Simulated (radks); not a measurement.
The numbers below are computed, except where a source is named.
The table gives one normalised radial function P(r) = r R(r) of Cl in [Ne] 3s2 3p5 (r in bohr). Code: a radial shooting solver on a logarithmic mesh with Libxc functionals. Model: scalar-relativistic Kohn-Sham, PBEsol, spin-unpolarised, spherical densities, point nucleus.

r,P
0.006158,0.2154
0.008826,0.2938
0.01275,0.3948
0.01843,0.5133
0.02662,0.6344
0.03846,0.7240
0.05513,0.7217
0.07966,0.5443
0.1151,0.1174
0.1663,-0.5384
0.2403,-1.2175
0.3471,-1.5624
0.4976,-1.3517
0.7189,-0.7615
1.039,-0.2531
1.501,-0.0419
2.168,-0.0027
3.108,-0.0001
4.49,0.0000
6.488,0.0000

Which n and l does it have? It may be an empty orbital.

Answer. n = 2, l = 0: the number of nodes gives n - l - 1 = 1, the rise at small r (about r^(l+1)) gives l, and the extent must fit the shell. The curve is that of 2s. 2s: eigenvalue -252.19 eV, 1 radial node at r = 0.124 bohr, <r> = 0.445 bohr, 90 % of the charge inside 0.696 bohr.
